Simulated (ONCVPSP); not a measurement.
Potentials for Mo compared

Generated with ld1.x 7.5 (TM, RRKJ, ultrasoft, PAW), atompaw 4.2 or ONCVPSP 4.0.1. The cutoff is in Ry: for ld1.x and atompaw files where the sum of valence levels is converged to 10 mRy in a Bessel basis, for ONCV files where the hardest occupied wave has 1 mHa per electron of residual kinetic energy. The error is the largest all-electron minus pseudo excitation energy over each file’s own four to seven test configurations (ionisations up to +4, promotions, holes and added fractions of an electron), all of which were solved. The labels leave out finer settings (local radius, basis sizes, second energies), which also bear on the numbers. Spin-polarised tests are not counted. The rows are a selection from randomly drawn settings: files with unsolved tests, undetermined cutoffs or missed reference levels are left out.

A true bound ghost makes a file unfit for plane-wave use even where its test errors are small: the radial tests pick states by their node count and pass the ghost by.

```csv
potential,cutoff (Ry),largest error (meV),bound ghosts
"ONCV, PBE, scalar-relativistic, rc 2.10/1.45/2.60 (spd), local smoothed, core correction no, reference 4s2 4p6 4d5 5s1, qcut 5.3/7.8/7.2, projectors 2/1/2",47,+53,none
"ONCV, LDA (Perdew-Zunger), scalar-relativistic, rc 1.80/2.05/1.55/1.55 (spdf), local f, core correction no, reference 4s2 4p6 4d5 5s0.5, qcut 6/7.9/5.8/6.9, projectors 2/2/1/0",41,-212,none
"ONCV, PBE, scalar-relativistic, rc 2.60/2.60/2.65 (spd), local s, core correction yes, reference 4d5 5s1, qcut 2/2.9/5.3, projectors 0/2/2",22,-370,p
"ONCV, PBEsol, fully relativistic, rc 1.70/1.85/2.45/1.70 (spdf), local f, core correction yes, reference 4s2 4p6 4d5 5s1, qcut 8.3/6.7/7.8/5.7, projectors 2/2/3/0",44,+19,none
"ONCV, PBEsol, non-relativistic, rc 1.70/1.85/2.35 (spd), local smoothed, core correction yes, reference 4s2 4p6 4d5 5s0.75, qcut 7.1/7.2/6.7, projectors 2/2/2",41,+5.7,none
```

Question: Fill in the row for Mo: ONCV, PBEsol, scalar-relativistic, rc 1.90/1.50/2.45 (spd), local smoothed, core correction yes, reference 4s2 4p6 4d5 5s1, qcut 6.7/9.1/7.2, projectors 3/2/2.

Answer: cutoff 53 Ry, largest error +23 meV, bound ghosts: none.

Question: Fill in the row for Mo: ONCV, PBEsol, scalar-relativistic, rc 1.70/2.10/1.45 (spd), local smoothed, core correction yes, reference 4s2 4p6 4d5, qcut 6.4/6.2/5.8, projectors 2/2/2.

Answer: cutoff 46 Ry, largest error +4.7 meV, bound ghosts: none.
